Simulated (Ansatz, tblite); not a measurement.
Forces on the cluster MnO₂⁻ at its PBE0-D4/def2-TZVPD geometry. The state is a singlet with charge -1.

The xTB rows come from tblite. At r2SCAN-D4/def2-TZVPD the restricted singlet is unstable: a solution with broken spin symmetry lies lower. At r2SCAN-D4/def2-TZVPD the highest occupied level of the charge -1 singlet lies above zero (up to 0.71 eV). Its loss leaves the charge 0 doublet, which lies 1.11 eV higher (vertical, at r2SCAN-D4/def2-TZVPD), but this difference is unsure: the doublet is doubtful (geometry relaxed on an unsound state). The geometry of the singlet was relaxed on an unsound state (restricted singlet, unstable towards broken spin symmetry). At PBE0-D4/def2-TZVPD a quintet of charge -1 lies 2.03 eV below the restricted singlet, each at its own geometry. The structure comes from a short search, and lower isomers may exist.

GFN1-xTB (tblite), largest force 2.93 eV/Å:

```xyz
3
positions Å, forces eV/Å
Mn    0.291    0.348    0.146   -1.789   -2.138   -0.900
O    -1.197    0.766   -0.218    1.596    0.442    0.546
O     0.905   -1.114    0.071    0.194    1.696    0.354
```

GFN2-xTB (tblite), largest force 4.64 eV/Å:

```
Mn -2.836 -3.389 -1.426
O 2.827 0.434 0.907
O 0.010 2.955 0.519
```

r2SCAN-D4/def2-TZVPD (Ansatz), largest force 0.48 eV/Å:

```
Mn 0.293 0.350 0.147
O -0.280 -0.055 -0.092
O -0.013 -0.294 -0.055
```
